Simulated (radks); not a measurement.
Values are calculated unless marked as measured or tabulated.
Question: La4+, 53 electrons, occupied as [Kr] 4d10 5s2 5p5. Level of theory: scalar-relativistic Kohn-Sham, PBE, spin-polarised, spherical densities, finite nucleus; open shells are filled with parallel spins first (spin-orbit coupling, left out, can overturn this in heavy ions); Fermi nuclear charge, rms radius 4.855 fm (a radial shooting solver on a logarithmic mesh with Libxc functionals). Some entries of the table are withheld. Estimate them.

| orbital | occ. | eigenvalue (Ry) | <1/r> (bohr^-1) | r(max) (bohr) |
|---|---|---|---|---|
| 1s up | 1 | -2850.786 | 62.01 | 0.01608 |
| 1s down | 1 | -2850.781 | 62.01 | 0.01608 |
| 2s up | 1 | -456.2016 | 14.28 | 0.09094 |
| 2s down | 1 | -456.1991 | 14.28 | 0.09094 |
| 2p up | 3 | -409.1904 | 13.55 | 0.07313 |
| 2p down | 3 | -409.1861 | 13.55 | 0.07313 |
| 3s up | 1 | -99.78463 | 5.171 | 0.2604 |
| 3s down | 1 | -99.78043 | 5.171 | 0.2604 |
| 3p up | 3 | -84.77014 | 4.901 | 0.2548 |
| 3p down | 3 | -84.76532 | 4.901 | 0.2548 |
| 3d up | 5 | -63.19449 | 4.647 | 0.2101 |
| 3d down | 5 | -63.18984 | 4.647 | 0.2101 |
| 4s up | 1 | -22.36738 | 2.152 | 0.6081 |
| 4s down | 1 | -22.35806 | 2.151 | 0.6082 |
| 4p up | 3 | -17.48113 | 1.985 | 0.6351 |
| 4p down | 3 | -17.47161 | 1.985 | 0.6352 |
| 4d up | 5 | -10.40768 | 1.727 | 0.6711 |
| 4d down | 5 | -10.39521 | 1.728 | 0.6712 |
| 5s up | 1 | -5.51039 | 0.8732 | 1.395 |
| 5s down | 1 | -5.44347 | 0.8750 | 1.392 |
| 5p up | 3 | -4.22334 | (1) | (2) |
| 5p down | 2 | -4.15468 | (3) | (4) |

Answer: 
(1) 5p up <1/r> (bohr^-1): 0.7663
(2) 5p up r(max) (bohr): 1.551
(3) 5p down <1/r> (bohr^-1): 0.7657
(4) 5p down r(max) (bohr): 1.550
